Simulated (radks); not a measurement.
Question: Nd2+, 58 electrons, occupied as [Xe] 4f4. Calculated with a radial shooting solver on a logarithmic mesh with Libxc functionals: scalar-relativistic Kohn-Sham, PBE, spin-polarised, spherical densities, finite nucleus; open shells are filled with parallel spins first (spin-orbit coupling, left out, can overturn this in heavy ions); Fermi nuclear charge, rms radius 4.9123 fm. Some entries of the table are withheld. Estimate them.

orbital,occ.,eigenvalue (eV),r(max) (bohr)
1s down,1,-43410.30,0.01510
1s up,1,-43410.30,0.01510
2s up,1,-7031.859,0.08550
2s down,1,-7031.851,0.08550
2p up,3,-6287.759,0.06892
2p down,3,-6287.755,0.06892
3s up,1,-1535.654,0.2438
3s down,1,-1534.592,0.2437
3p up,3,-1300.935,0.2387
3p down,3,-1299.879,0.2387
3d up,5,-975.1228,0.1961
3d down,5,-974.3069,0.1960
4s up,1,-316.5656,0.5653
4s down,1,-313.6624,0.5651
4p up,3,-239.7264,0.5901
4p down,3,-236.7989,0.5898
4d up,5,-130.4851,(1)
4d down,5,-127.5302,(2)
5s up,1,-54.1330,(3)
5s down,1,-52.2539,(4)
5p up,3,-35.5308,(5)
5p down,3,-34.0848,(6)
4f up,4,-15.4798,0.6633
4f down,0,-12.9221,0.6646

Answer: 
(1) 4d up r(max) (bohr): 0.6190
(2) 4d down r(max) (bohr): 0.6184
(3) 5s up r(max) (bohr): 1.318
(4) 5s down r(max) (bohr): 1.327
(5) 5p up r(max) (bohr): 1.492
(6) 5p down r(max) (bohr): 1.508
